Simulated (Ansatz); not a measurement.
Cost and result for the atomization energy of `[NH2][In]([SH])[Br]` (7 atoms, 6 bonds).

```xyz
7

N     0.597    1.288    0.997
In   -0.219   -0.113   -0.183
S     0.981   -1.768   -1.375
Br   -2.648    0.045   -0.589
H     1.457    1.046    1.467
H    -0.035    1.726    1.653
H    -0.135   -2.224   -1.969
```

Total charge 0; spin multiplicity 1. Correlated methods include outer-core shells of Br, In, which these sets cover unevenly. Scalar relativity is left out up to krypton. In takes the def2 core potential. All single points use the PBE0-D4/def2-TZVP geometry. It is one conformer, not always the lowest. Program: Ansatz. All runs use 4 threads of an Arm Neoverse V2 on a shared host. Times are those of one run each, without the atoms' runs, and a repeat can differ threefold. Electronic energies, without spin–orbit coupling; frozen cores. CCSD(T)/CBS adds CCSD(T) − MP2 in def2-TZVPP to the MP2 limit, and its time is that of the two runs behind it. T1 = 0.012. With those shells the extrapolation isn't a true limit. B3LYP takes the VWN-RPA correlation (the form of Gaussian; ORCA's B3LYP/G).

CCSD(T)/CBS is a level of theory with its own doubt, some kJ/mol a heavy atom from the limit and from the frozen cores, so smaller differences don't rank the functionals.

```json
{"level": "revPBE-D4/def2-TZVPP", "functions": "213", "wall time": "1.6 s", "atomization (kcal/mol)": "459.3", "difference from CCSD(T)/CBS": "-14.1", "per bond": "-2.4"}
{"level": "PBE-D4/def2-TZVPP (with forces)", "functions": "213", "wall time": "1.9 s", "atomization (kcal/mol)": "475.3", "difference from CCSD(T)/CBS": "1.9", "per bond": "0.3"}
{"level": "PBE0-D4/def2-TZVPP", "functions": "213", "wall time": "2.7 s", "atomization (kcal/mol)": "465.5", "difference from CCSD(T)/CBS": "-7.9", "per bond": "-1.3"}
{"level": "BHLYP-D4/def2-TZVPP", "functions": "213", "wall time": "3.1 s", "atomization (kcal/mol)": "447.9", "difference from CCSD(T)/CBS": "-25.5", "per bond": "-4.2"}
{"level": "CAM-B3LYP-D4/def2-TZVPP", "functions": "213", "wall time": "3.3 s", "atomization (kcal/mol)": "464.4", "difference from CCSD(T)/CBS": "-9.0", "per bond": "-1.5"}
{"level": "B3LYP-D4/def2-TZVPP (with forces)", "functions": "213", "wall time": "4.2 s", "atomization (kcal/mol)": "461.9", "difference from CCSD(T)/CBS": "-11.5", "per bond": "-1.9"}
{"level": "r2SCAN-D4/def2-TZVPP (with forces)", "functions": "213", "wall time": "4.4 s", "atomization (kcal/mol)": "468.1", "difference from CCSD(T)/CBS": "-5.3", "per bond": "-0.9"}
{"level": "B2PLYP/def2-TZVPP", "functions": "213", "wall time": "4.7 s", "atomization (kcal/mol)": "457.6", "difference from CCSD(T)/CBS": "-15.8", "per bond": "-2.6"}
{"level": "CCSD(T)/def2-SVP", "functions": "105", "wall time": "6 s", "atomization (kcal/mol)": "423.5", "difference from CCSD(T)/CBS": "-49.9", "per bond": "-8.3"}
{"level": "B97M-V/def2-TZVPP", "functions": "213", "wall time": "8.5 s", "atomization (kcal/mol)": "469.2", "difference from CCSD(T)/CBS": "-4.2", "per bond": "-0.7"}
{"level": "MP2/def2-QZVPP", "functions": "388", "wall time": "14 s", "atomization (kcal/mol)": "472.3", "difference from CCSD(T)/CBS": "-1.1", "per bond": "-0.2"}
{"level": "CCSD(T)/def2-TZVPP", "functions": "213", "wall time": "2.2 min", "atomization (kcal/mol)": "453.0", "difference from CCSD(T)/CBS": "-20.4", "per bond": "-3.4"}
{"level": "CCSD(T)/CBS(def2)", "functions": "–", "wall time": "2.4 min", "atomization (kcal/mol)": "473.4", "difference from CCSD(T)/CBS": "0.0", "per bond": "0.0"}
```

From r2SCAN to r2SCAN0 (25 % exact exchange), in def2-TZVPP and without D4, the atomization energy moves by −10.2 kcal/mol: exact exchange takes away binding that semilocal exchange gives to molecules. The D4 term adds +6.6 kcal/mol with B3LYP and +3.5 kcal/mol with PBE0; it sums over pairs of atoms, weighted by their polarisabilities, and B3LYP, whose exchange is more repulsive, gets the larger term. At CCSD(T), def2-SVP lies −49.9 kcal/mol from the extrapolated value and def2-TZVPP −20.4 kcal/mol: correlation converges slowly with the basis, and small sets miss more of it in the bonded molecule than in its fragments.

Spin–orbit coupling would lower the free In atoms strongly, and the atomization energy with them, by more than many differences here.
